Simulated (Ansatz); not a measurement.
Z-matrix (Å, degrees):
```
Ga
N 1 2.017
Ga 1 2.939 2 43.2
N 1 2.017 2 86.5 3 -0.3
H 1 1.570 2 109.6 3 -109.8
H 1 1.570 2 109.5 3 109.2
H 2 1.012 1 114.0 3 118.3
H 2 1.012 1 114.0 3 -118.3
H 3 1.570 1 117.1 2 90.2
H 3 1.570 1 117.6 2 -89.8
H 4 1.012 1 114.0 2 118.6
H 4 1.012 1 114.0 2 -118.0
```

Charge 0, multiplicity 1.

**Question.** List the r2SCAN/def2-TZVPP orbital energies in eV (Ansatz). (An estimate is asked.)

**Answer.** Ansatz gave: Occupied: -10121.42, -10121.42, -1243.59, -1243.59, -1099.98, -1099.98, -1099.96, -1099.96, -1099.94, -1099.94, -385.57, -385.57, -147.22, -147.22, -100.05, -100.05, -99.99, -99.99, -99.91, -99.91, -22.82, -22.58, -19.71, -19.70, -19.70, -19.68, -19.61, -19.59, -19.58, -19.56, -19.53, -19.44, -12.80, -12.64, -12.52, -11.29, -8.98, -8.86, -8.15, -7.19, -7.15, -6.87. Lowest empty: -0.49, 0.20, 1.24, 1.33, 1.76, 1.93, 1.94, 2.44.
